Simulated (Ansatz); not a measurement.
Start from `[Cl][GeH2][Cl]` and change one element to get `ClCCl`.

Ansatz, PBE0-D4/def2-TZVP geometries, multiplicity 1. 

Scalar relativity is left out up to krypton.

```tsv
property	`[Cl][GeH2][Cl]`
LUMO energy (PBE0/def2-TZVPP) / eV	-0.69
HOMO energy (ωB97M-V/def2-TZVPP) / eV	-11.24
HOMO energy (PBE/def2-TZVPP) / eV	-7.63
size of the dipole moment (B3LYP/def2-TZVPP) / D	1.92
HOMO energy (PBE0/def2-TZVPP) / eV	-9.01
LUMO energy (PBE/def2-TZVPP) / eV	-1.67
```

Question: Give the same properties after the change, and the shifts. (Estimate.)

Answer: Ansatz gave: 
```
                                        property  `ClCCl`  shift
              LUMO energy (PBE0/def2-TZVPP) / eV     0.01   0.70
           HOMO energy (ωB97M-V/def2-TZVPP) / eV   -10.98   0.26
               HOMO energy (PBE/def2-TZVPP) / eV    -7.24   0.39
size of the dipole moment (B3LYP/def2-TZVPP) / D     1.63  -0.29
              HOMO energy (PBE0/def2-TZVPP) / eV    -8.68   0.33
               LUMO energy (PBE/def2-TZVPP) / eV    -1.10   0.57
```

With PBE0 the HOMO rises by 0.33 eV and the LUMO rises by 0.70 eV, so the gap widens by about 0.37 eV. PBE moves the HOMO by 0.39 eV and ωB97M-V by 0.26 eV. Dipoles are sizes alone; their direction can turn.

B3LYP here is the variant with VWN-RPA as its local correlation; programs differ in this.
